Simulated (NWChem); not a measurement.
Species: CH3ClGa cation; SMILES [CH3][Ga+][Cl]

```xyz
6

Ga     0.0000     0.0000     0.3668
C      0.0000     0.0000     2.2921
H      0.4089    -0.9752     2.6250
H     -1.0491     0.1335     2.6250
H      0.6401     0.8418     2.6250
Cl     0.0000     0.0000    -1.7045
```
Atoms are numbered in this order, from 1.

All runs: NWChem. Pople sets run with spherical d functions. Coordinates come from a PBE-D3(BJ)/def2-SVP optimisation. Vzz is the largest principal value of the second derivative of the potential at the nucleus (NWChem prints the opposite sign); η is the asymmetry. Non-relativistic.

Q: What does the run give for B3LYP/6-31G*? Quantities: Vzz Ga1 (a.u.); η Ga1; Vzz Cl6 (a.u.); η Cl6.

A: 
```
Item            Result
--------------  ------
Vzz Ga1 (a.u.)  -2.499
η Ga1             0.00
Vzz Cl6 (a.u.)   2.382
η Cl6             0.00
```
